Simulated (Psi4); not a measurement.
Intermolecular potential of CH3Li ··· H3N (SMILES [Li][CH3] and N). Monomers: optimised at B3LYP-D3(BJ) (def2-TZVP), held rigid. Orientation: a higher rigid-body minimum at GFN2-xTB (searched outside a hard wall at short contacts). The monomers approach along the line of their centres of mass (distance R); nothing else relaxes. The shortest distances reach bonding range, where SAPT0 and rigid monomers are unreliable.

Geometry at R = 3.34 Å (first 5 atoms: monomer A):
```
9

Li    -1.2784    -0.7627    -1.0638
C      0.0979     0.0584     0.0816
H      0.6732    -0.6838     0.6501
H     -0.3253     0.7486     0.8229
H      0.8326     0.6395    -0.4908
N     -2.7701     0.0727    -2.3895
H     -3.6918     0.2359    -2.0006
H     -2.3108     0.9730    -2.4657
H     -2.8980    -0.2815    -3.3306
```

- PBE/def2-TZVP, counterpoise-corrected (Psi4)
- PBE-D3(BJ)/def2-TZVP, counterpoise-corrected (Psi4)
- PBE0/def2-TZVP, counterpoise-corrected (Psi4)
- wB97X-D/def2-TZVP, counterpoise-corrected (Psi4)

Interaction energies in kJ/mol; the last columns give the difference from wB97X-D:

| R / Å | PBE/def2-TZVP | PBE-D3(BJ)/def2-TZVP | PBE0/def2-TZVP | wB97X-D/def2-TZVP | PBE/def2-TZVP − wB97X-D/def2-TZVP | PBE-D3(BJ)/def2-TZVP − wB97X-D/def2-TZVP | PBE0/def2-TZVP − wB97X-D/def2-TZVP |
|---|---|---|---|---|---|---|---|
| 2.96 | -65.71 | -69.72 | -68.13 | -64.66 | -1.05 | -5.05 | -3.47 |
| 3.14 | -79.15 | -82.85 | -80.83 | -78.34 | -0.81 | -4.51 | -2.48 |
| 3.34 | -78.87 | -82.24 | -79.76 | -78.65 | -0.22 | -3.60 | -1.11 |
| 3.58 | -70.08 | -73.08 | -70.25 | -70.98 | 0.91 | -2.10 | 0.73 |
| 3.73 | -63.14 | -65.91 | -63.01 | -64.65 | 1.51 | -1.26 | 1.64 |
| 4.03 | -49.54 | -51.90 | -49.12 | -51.44 | 1.89 | -0.46 | 2.32 |
| 4.30 | -39.12 | -41.11 | -38.66 | -40.78 | 1.66 | -0.33 | 2.11 |
| 4.83 | -24.51 | -25.82 | -24.26 | -25.59 | 1.09 | -0.22 | 1.34 |
| 5.58 | -13.37 | -13.98 | -13.39 | -14.06 | 0.70 | 0.08 | 0.67 |
| 6.54 | -6.92 | -7.14 | -7.08 | -7.39 | 0.47 | 0.25 | 0.31 |
| 7.84 | -3.39 | -3.45 | -3.54 | -3.69 | 0.31 | 0.24 | 0.15 |

PBE/def2-TZVP is furthest from wB97X-D/def2-TZVP at 4.03 (1.89 kJ/mol, above); its mean absolute difference over the points is 0.96 kJ/mol.

PBE-D3(BJ)/def2-TZVP is furthest from wB97X-D/def2-TZVP at 2.96 (-5.05 kJ/mol, below); its mean absolute difference over the points is 1.65 kJ/mol.

PBE0/def2-TZVP is furthest from wB97X-D/def2-TZVP at 2.96 (-3.47 kJ/mol, below); its mean absolute difference over the points is 1.49 kJ/mol.
